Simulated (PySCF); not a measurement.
Species: C4H10F3NSi2.
SMILES with atom numbers: `[F:1][CH:2]([F:3])[Si@H:4]([NH:5][SiH3:6])[C:7]1([F:8])[CH2:9][CH2:10]1`

NICS = −σ at a ghost point: NICS(0) at the centroid of the ring atoms, NICS(1) 1 Å to either side along the normal of their mean plane, zz for the tensor component along that normal. Level: GIAO PBE0/pcSseg-1 (PySCF, non-relativistic, gas phase) on the GFN2-xTB geometry, one conformer.

Ring bond lengths (Å), with Mayer bond orders in brackets: C7–C9 1.503 (0.94), C9–C10 1.496 (0.97), C10–C7 1.501 (0.94).

What do the NICS probes read (ppm)?

```json
{"ring": "C7–C9–C10", "type": "3-membered carbocycle; formal bonds all single", "NICS(0)": "-39.1", "NICS(1), two faces": "-6.5 / -9.9", "NICS(1)zz, two faces": "-16.4 / -26.4", "rms pucker (Å)": "0.00", "centre to ring atoms, mean (Å)": "0.87"}
```

What do they say, and how far can they be read as aromaticity?

- C7–C9–C10: mean NICS(1)zz -21.4 ppm, shielded. C7, C9, C10 have four or more neighbours, and the NICS criterion for π rings isn't applied. The two faces differ by 10.0 ppm, so no symmetry operation interchanges them. NICS(0) lies 31 ppm below the mean NICS(1).

What field does 9.4 T along the ring normal induce along that normal at the second NICS(1) probe listed for ring C7–C9–C10, 1 Å off the ring?

NICSzz × B0 = -26.4 ppm × 9.4 T = -248 μT, against the applied field.

List the ring angles and the Hirshfeld charges of the ring atoms.

- C7–C9–C10: C7 59.8° (-0.007 e), C9 60.1° (-0.096 e), C10 60.2° (-0.098 e); sum 180.0° against 180° for a flat convex ring.

What are the shieldings of the ring atoms and their hydrogens in the same run (means over atoms taken as equivalent)?

```tsv
atoms	environment	σ isotropic (ppm)	principal values of the symmetric part, first atom (ppm)
C7	sp3 C–F carbon	111.4	56.1, 73.7, 204.4
C9	three-membered-ring carbon	174.0	136.7, 174.5, 211.0
C10	three-membered-ring carbon	175.0	140.0, 174.2, 210.8
H on C9	methylene hydrogen	30.70	24.5, 28.3, 39.3
H on C9	methylene hydrogen	30.57	25.8, 26.8, 39.0
H on C10	methylene hydrogen	30.78	23.9, 28.7, 39.7
H on C10	methylene hydrogen	30.59	25.2, 27.1, 39.4
```

Hardware: an Arm Neoverse N1 with one thread, shared host. Cost: 96 s wall, 0.99 GiB resident at most. This is the whole shielding run at PBE0/pcSseg-1, SCF included.

Shape of the structure used: `[F:1][CH:2]([F:3])[Si@H:4]([NH:5][SiH3:6])[C:7]1([F:8])[CH2:9][CH2:10]1`: F1–C2–Si4–N5 60°, C2–Si4–N5–Si6 -163°, C2–Si4–C7–F8 180°.
